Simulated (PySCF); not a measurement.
## The electron affinity along the 4p block

Calculated with PySCF 2.14 from differences of total energies of unrestricted determinants, without spin-orbit coupling. Values in eV. The last column holds reference values (measured affinities from photodetachment; the arrow runs from anion to atom). Unmarked ones compare directly (S terms, centres of terms, or small fine structure); those marked * lie between the lowest fine-structure levels and include a spin-orbit shift.

| element | configurations | UHF | LDA | PBE | PBE0 | MP2 (valence and next inner shell) | CCSD(T) (valence) | reference |
| --- | --- | --- | --- | --- | --- | --- | --- | --- |
| Ga (def2-QZVPPD, non-relativistic) | [Ar] 3d10 4s2 4p2 → [Ar] 3d10 4s2 4p1 | -0.171 | 0.365 | 0.267 | 0.264 | 0.142 | 0.200 | 0.301 * |
| Ge (def2-QZVPPD, non-relativistic) | [Ar] 3d10 4s2 4p3 → [Ar] 3d10 4s2 4p2 | 0.777 | 1.393 | 1.254 | 1.273 | 1.276 | 1.257 | 1.233 * |
| As (def2-QZVPPD, non-relativistic) | [Ar] 3d10 4s2 4p4 → [Ar] 3d10 4s2 4p3 | -0.368 | 0.921 | 0.699 | 0.652 | 0.390 | 0.546 | 0.804 * |
| Se (def2-QZVPPD, non-relativistic) | [Ar] 3d10 4s2 4p5 → [Ar] 3d10 4s2 4p4 | 0.978 | 2.382 | 2.134 | 2.057 | 1.969 | 1.993 | 2.021 * |
| Br (def2-QZVPPD, non-relativistic) | [Kr] → [Ar] 3d10 4s2 4p5 | 2.391 | 3.766 | 3.491 | 3.447 | 3.544 | 3.440 | 3.364 * |

The highest occupied level of the anion is positive for Ga⁻ at LDA, PBE, PBE0; Ge⁻ at LDA, PBE, PBE0; As⁻ at LDA, PBE, PBE0; Se⁻ at LDA, PBE, PBE0; Br⁻ at PBE, so there the basis helps to hold the electron.

"Valence" correlates the outer s and p shells and, in groups 3 to 12 and the f block, the outer d or f shell, open or full, or the next shell where the ion has no valence electron left; the wider scheme adds the next inner shell.
